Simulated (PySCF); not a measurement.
Constitutional and geometric isomers with formula H2Cl2Si2. Gas-phase values, no solvent. Strings in code marks are SMILES.

Quantity: electronic energy of isomers of H2Cl2Si2 relative to `[SiH2]=[Si](Cl)Cl`, in kcal/mol.

Case: `Cl/[SiH]=[SiH]/Cl`. Geometry of `[SiH](/Cl)=[SiH]\Cl` (neutral, multiplicity 1, Å):

```xyz
6

Cl     2.4902    -0.8710     0.8990
Si     1.0304     0.4003     0.2113
Si    -1.0304    -0.4003     0.3174
Cl    -2.4902     0.8711    -0.3704
H      1.2625     1.7321     0.8311
H     -1.2625    -1.7320    -0.3025
```

What is the computed electronic energy of isomers of H2Cl2Si2 relative to `[SiH2]=[Si](Cl)Cl` (PBE-D3(BJ)/def2-TZVP // PBE0-D3(BJ)/def2-TZVP (PySCF))?

4.10 kcal/mol.
